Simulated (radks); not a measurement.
Question: Species: the thulium ion Tm2+. Configuration: [Xe] 4f13. All-electron calculation, Dirac Kohn-Sham, exchange-only PBE, spin-unpolarised, spherical densities, point nucleus; open shells fill j = l - 1/2 first. Program: a radial shooting solver on a logarithmic mesh with Libxc functionals. Some entries of the table are withheld. Estimate them.

orbital,occ.,eigenvalue (hartree),r(max) (bohr),<1/r> (bohr^-1)
1s1/2,2,-2176.819,0.01261,79.12
2s1/2,2,-367.4495,0.07206,19.06
2p1/2,2,-350.2308,0.05403,19.03
2p3/2,4,-314.2036,0.06035,16.42
3s1/2,2,-82.94715,0.2035,6.981
3p1/2,2,(1),0.1912,6.895
3p3/2,4,(2),0.2043,6.227
3d3/2,4,-54.87194,0.1611,6.114
3d5/2,6,-53.20938,0.1647,5.952
4s1/2,2,-16.72431,0.4647,2.920
4p1/2,2,(3),0.4665,2.810
4p3/2,4,(4),0.4945,2.578
4d3/2,4,-6.96438,0.4962,2.356
4d5/2,6,-6.65208,0.5053,2.299
5s1/2,2,-2.44963,1.092,1.085
5p1/2,2,-1.62993,1.193,0.9488
5p3/2,4,-1.41930,1.283,0.8663
4f5/2,6,-0.62397,0.4932,1.706
4f7/2,7,-0.58000,0.4987,1.673
6s1/2,0,-0.54587,2.976,0.3795
5d3/2,0,-0.47634,1.891,0.5169
5d5/2,0,-0.46413,1.953,0.5016

Answer: 
(1) 3p1/2 eigenvalue (hartree): -75.37808
(2) 3p3/2 eigenvalue (hartree): -67.77090
(3) 4p1/2 eigenvalue (hartree): -13.68221
(4) 4p3/2 eigenvalue (hartree): -11.96484
